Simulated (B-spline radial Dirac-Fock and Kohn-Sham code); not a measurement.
# Auger decay of the L3 hole in Zn⁹⁺

System: Zn⁹⁺, [Ar] 3d3.

Input of the calculation (task.json; shells as n, l, electrons):

```json
{"items": [{
  "Z": 30,
  "q": 9,
  "cfg": [[1, 0, 2], [2, 0, 2], [2, 1, 6], [3, 0, 2], [3, 1, 6], [3, 2, 3]],
  "A": 64,
  "rrms": 3.9283,
  "do": ["binding", "quiet", "decay"],
  "holes": ["K", "L1", "L2", "L3", "M1", "M2", "M3"]
}]}
```

Launch: `python xray_run.py task.json out`

Level of theory: a relativistic independent-particle model: LDA orbitals of the hole state, radiative multipoles to third order, Auger rates from the Coulomb interaction with a continuum orbital, Dirac-Fock energies; a radial atomic solver. Kinetic energies are configuration averages from the vacuum level; the two-hole energies are estimated from single-hole states.

```
transition  kinetic energy (eV)  width (meV)  share (%)
   L3-M1M1                511.4         3.10        0.6
   L3-M1M2                569.6         2.34        0.5
   L3-M1M3                573.6         63.3       12.8
   L3-M2M3                625.1          103       20.8
   L3-M3M3                628.4          151       30.5
   L3-M2M5                700.8         18.1        3.6
   L3-M3M4                704.3         41.4        8.4
   L3-M3M5                705.6         63.5       12.8
   L3-M4M5                779.2         24.7        5.0
   L3-M5M5                779.8         16.9        3.4
```

The listed channels hold 98 % of the non-radiative rate. Summed by principal shells, of 0.495 eV in all: LMM 100.0 %.
